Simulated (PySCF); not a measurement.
**SMILES C(=C/C=C)/C=C\O[SiH3], C6H10OSi**

Cartesian coordinates in Å; atom numbers follow the order of the lines, from 1:
```xyz
18

C     3.999   -0.941   -0.344
C     2.784   -0.487   -0.042
C     1.606   -0.834   -0.792
C     0.349   -0.416   -0.549
C    -0.074    0.459    0.507
C    -1.349    0.832    0.687
O    -2.347    0.416   -0.110
Si   -3.948    0.703   -0.122
H     4.869   -0.671    0.230
H     4.163   -1.603   -1.179
H     2.660    0.174    0.805
H     1.773   -1.498   -1.631
H    -0.447   -0.758   -1.199
H     0.660    0.844    1.197
H    -1.628    1.495    1.497
H    -4.207    2.136   -0.281
H    -4.555    0.251    1.132
H    -4.317   -0.096   -1.278
```

Theory: GIAO B3LYP/pcSseg-1 magnetisability, rotational g tensor and spin-rotation constants, non-relativistic, gas phase in PySCF. Geometry: GFN2-xTB.

Give the nuclear spin-rotation constants along the inertial axes (H = +C I·J) beside the isotropic shieldings.

Rotational constants 10.0455, 0.5072, 0.4854 GHz. A star marks the isotopologue with that one atom substituted, in its own axes.
```
atom  isotope  Caa (kHz)  Cbb (kHz)  Ccc (kHz)  mean (kHz)  σ (ppm)
  H9       1H     -0.066     -0.003     -0.056      -0.042     26.6
 H10       1H     -0.787      0.037     -0.058      -0.270     26.5
 H11       1H     -0.813      0.050     -0.056      -0.273     24.9
 H12       1H     -0.831      0.045     -0.057      -0.281     25.8
 H13       1H     -0.228      0.018     -0.054      -0.088     25.1
 H14       1H     -0.350      0.020     -0.060      -0.130     25.9
 H15       1H     -0.662      0.031     -0.054      -0.228     25.5
 H16       1H     -0.716     -0.031      0.001      -0.249     26.8
 H17       1H     -0.719     -0.031      0.002      -0.249     26.8
 H18       1H     -0.973      0.029     -0.044      -0.329     26.9
  C1     13C*      3.286      0.226      0.071       1.194     59.4
  C2     13C*      3.654      0.261      0.063       1.326     41.3
  C3     13C*      3.455      0.238      0.081       1.258     46.9
  C4     13C*      3.757      0.236      0.061       1.351     51.3
  C5     13C*      3.276      0.218      0.068       1.187     66.0
  C6     13C*      3.324      0.244      0.107       1.225     34.4
  O7     17O*     -2.396     -0.068     -0.010      -0.825    237.3
 Si8    29Si*     -5.309     -0.312     -0.311      -1.977    378.1
```
For the geometry as given, no vibrational averaging.

How do the rotational constants and the g tensor change when H9, H10, H11, H12, H13, H14, H15, H16, H17, H18 are replaced by deuterium?

Constants 7.1065, 0.4518, 0.4289 GHz; g -0.1100, -0.0092, -0.0019, against -0.1555, -0.0104, -0.0021 before.
